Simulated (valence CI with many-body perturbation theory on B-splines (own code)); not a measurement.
Ti15+: key properties

Method: valence CI with perturbative core correlation (CI+MBPT): five valence electrons over a frozen Dirac-Fock core [He], a basis of 11 s, 11 p, 10 d, 8 f, 5 g, 2 h functions for each j, with the one-electron correlation potential Σ1, the two-electron term Σ2, the three-electron term Σ3, Breit, model QED; selected CI, second order for the rest, scaled by the run's own slope (own B-spline code, finite nucleus).

No measured levels were compared; by estimate levels of excited configurations hold to 0.05 to 0.15 % of their energy, terms of the ground configuration to about 0.5 %. Among the levels kept, up to 5400 cm⁻¹ of a level comes from second order outside the variational space, and about a tenth of that is noise between levels of different J, which matters for small intervals.

Rates and lifetimes use the calculated energies. Strong lines usually hold to 10 to 20 %, long lifetimes can be off by a factor of two.

**Question.** What is the ground level?

**Answer.** 2s2.2p3 4S°_3/2, composition 96 % 2s2.2p3 4S° + 3 % 2s2.2p3 2P°, g = 1.973.

**Question.** How well does LS coupling describe the low levels?

**Answer.** Among the lowest 20 levels the leading LS term, summed over configurations, holds 94 % on average. For single configurations the figures are 93 % in LS and 73 % in jj coupling. Terms mix most in the J = 3/2 level at 27.23 eV, where the leading one holds 82 %.

**Question.** Where does the other parity begin?

**Answer.** At 2s.2p4 4P_5/2, 73.06 eV.

**Question.** What is the ionisation energy?

**Answer.** 1041.9 eV; NIST lists 1042.5 ± 0.8 eV (semi-empirical).

**Question.** Among levels below 745.16 eV, which E1 lines absorb most strongly from the ground level?

**Answer.** to 2s2.2p2.3d 4P_5/2 at 1.912 nm, f = 0.597; to 2s2.2p2.3d 4P_3/2 at 1.909 nm, f = 0.515; to 2s2.2p2.3d 4P_1/2 at 1.907 nm, f = 0.280.
